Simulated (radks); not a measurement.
The numbers below are computed, except where a source is named.
Spherical jellium clusters: N electrons in a uniform positive sphere of charge N and radius rs N^(1/3), rs = 4.68 bohr. Level of theory: non-relativistic Kohn-Sham, LDA (Slater exchange, Perdew-Wang correlation), spin-polarised, spherical densities (a radial shooting solver with Libxc functionals). Levels are named by radial order and angular momentum (1s, 1p, 1d, 2s, ...), and open shells are averaged over m.

N = 18, configuration 1s2 1p6 1d10. This is the lowest configuration that the search found. Occupied and some empty levels:

level  occupation  eigenvalue (eV)  <r> (bohr)
1s              2          -4.1809       7.373
1p              6          -3.5346       8.959
1d             10          -2.7590       9.989
2s              0          -2.4878       8.144
1f              0          -1.8631       10.88
2p              0          -1.4170       9.985

Energy (eV): total -33.5686, kinetic 23.353, external -855.42, Hartree 424.98, exchange-correlation -57.775, background 431.30. Static polarisability (adiabatic kernel): 2346 bohr^3, against R^3 = 1845 for a classical metal sphere.

Electron density:

r (bohr)  n(r) (e/bohr^3)
0.877            0.001180
1.85             0.001285
2.83             0.001475
3.81             0.001753
4.78             0.002098
5.76             0.002463
6.74             0.002769
7.71             0.002917
8.69             0.002810
9.67             0.002408
10.6             0.001791
11.6             0.001132
12.6            0.0006107
13.6            0.0002947
14.6            0.0001301
15.5           0.00005427
16.5           0.00002196
17.5            8.561e-06
18.5            3.274e-06
19.4            1.252e-06
